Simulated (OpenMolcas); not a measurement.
## Au2+: moving or changing the point charges

Au2+ among 8 point charges of -1.2 e arranged as a cube (Oh), 2.13 Å from the ion.
```
   1.2298    1.2298    1.2298  -1.20
   1.2298    1.2298   -1.2298  -1.20
   1.2298   -1.2298    1.2298  -1.20
   1.2298   -1.2298   -1.2298  -1.20
  -1.2298    1.2298    1.2298  -1.20
  -1.2298    1.2298   -1.2298  -1.20
  -1.2298   -1.2298    1.2298  -1.20
  -1.2298   -1.2298   -1.2298  -1.20
```

| Quantity | Value |
| --- | --- |
| Program | OpenMolcas 26.06 |
| Method | CASSCF |
| Basis | ANO-RCC-VTZP [8s7p5d3f1g] |
| Scalar Hamiltonian | DKH2, point nucleus |
| Active space | 9 electrons in 5 orbitals (5d) |
| State averaging | 2S+1 = 2 even, 5 roots |
| Spin-orbit coupling | RASSI with atomic mean-field integrals over the reference wave functions |

Runs around this geometry, states (labels of O, the rotations of Oh). Energies in cm-1 above the lowest state or level, χT in cm3 K/mol; under a threefold ground state the first gap can be a small split of the lowest multiplet, not the spin-orbit step; 10Dq is the gap between the two states; 10Dq is negative for this site.

| R (Å) | q (e) | Ground state | First state of that spin | 10Dq | First gap with spin-orbit (degeneracies) | χT at 300 K |
| --- | --- | --- | --- | --- | --- | --- |
| 2.13 | -0.6 | 2T2 | 2E 2186 | -2186 | 1283 (2, 4) | 0.777 |
| 1.96 | -1.2 | 2T2 | 2E 6829 | -6829 | 3418 (2, 4) | 0.527 |
| 2.13 | -1.2 | 2T2 | 2E 4504 | -4504 | 2446 (2, 4) | 0.588 |
| 2.33 | -1.2 | 2T2 | 2E 2874 | -2874 | 1648 (2, 4) | 0.690 |

Taking |10Dq| as R^-n, n = -ln(2874 / 6829) / ln(2.33 / 1.96) = 5.0 between the shortest and longest distance. The point-charge formula for a cubic d site gives n = 5.

Scaling the charges by -0.6 / -1.2 = 0.50 scales |10Dq| by 2186 / 4504 = 0.49; with fixed orbitals a first-order splitting would follow the charge.

An orbital triplet at a regular site is open to Jahn-Teller coupling, which can distort the site and quench the lowest spin-orbit gaps and is left out. The ground term spreads over less than 5000 cm-1, several times less than with real ligands, so orbital moments are less quenched and χT lies further from the spin-only value than at real sites (holds for R = 2.13, q = -0.6; R = 2.13, q = -1.2; R = 2.33, q = -1.2). Point charges carry no covalency, so the field is a model and not that of real ligands. No measured value stands beside these numbers.
